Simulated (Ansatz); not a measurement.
Basis-set extrapolation for CH$_{8}$O$_{2}$Si$_{2}$ (`OCO[SiH2][SiH3]`) (PBE0-D4/def2-TZVP geometry, frozen core, Ansatz). Multiplicity 1, RHF reference.

|  | def2-TZVPP | def2-QZVPP |
| --- | --- | --- |
| HF | -770.244709 | -770.272160 |
| MP2 correlation | -0.897917 | -0.966532 |
| CCSD(T) correlation | -0.986924 | not run |

Energies in hartree. Use E(X) = E(∞) + A·exp(−7.88·√X) for Hartree–Fock and E(X) = E(∞) + B·X^(−2.97) for correlation, with X = 3 and 4, and add CCSD(T) minus MP2 of the smaller set to the MP2 limit.

Question: What is the CCSD(T) energy at the basis-set limit?

Answer: HF limit: -770.272160 + (-0.027451) × 0.13774 = -770.27594. MP2 limit: -0.966532 + (-0.068615) × 0.74074 = -1.01736. Higher-order term: -0.986924 − (-0.897917) = -0.08901. Total: -771.38231 hartree, 94.6 kcal/mol below CCSD(T)/def2-TZVPP.
